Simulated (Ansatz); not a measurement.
Reaction (formal exchange of groups at the Si–C bond): `NC([SiH3])N[SiH3]` + `OC([SiH3])S` → `OC([SiH3])([SiH3])S` + `NCN[SiH3]`

Program: Ansatz. Geometries: PBE0-D4/def2-TZVP. ΔE: electronic, gas phase. CCSD(T)/CBS adds triple-zeta CCSD(T) − MP2 to the extrapolated MP2 energy (def2 sets, frozen cores). Functionals use def2-TZVPP. Each species was taken in one conformer, which may not be the lowest.

(1) Is it downhill or uphill in electronic energy at CCSD(T)/CBS, and by how much? (An estimate is asked.)

(2) What do these levels give: r2SCAN-D4, PBE0-D4, ωB97X-V, ωB97M-V, r2SCAN, PBE0, HF/def2-TZVPP, MP2/def2-TZVPP, MP2/def2-QZVPP, HF/CBS(def2), MP2/CBS(def2), CCSD/CBS(def2)? (An estimate is asked.)

Largest T1 diagnostic among the species: 0.013.

## Answers

(1) The calculation gave: Downhill: ΔE = -34.3 kJ/mol.

(2) The calculation gave: r2SCAN-D4 -33.2, PBE0-D4 -32.2, ωB97X-V -32.3, ωB97M-V -32.5, r2SCAN -33.2, PBE0 -31.8, HF/def2-TZVPP -34.6, MP2/def2-TZVPP -37.7, MP2/def2-QZVPP -37.7, HF/CBS(def2) -34.3, MP2/CBS(def2) -37.8, CCSD/CBS(def2) -33.7 kJ/mol.
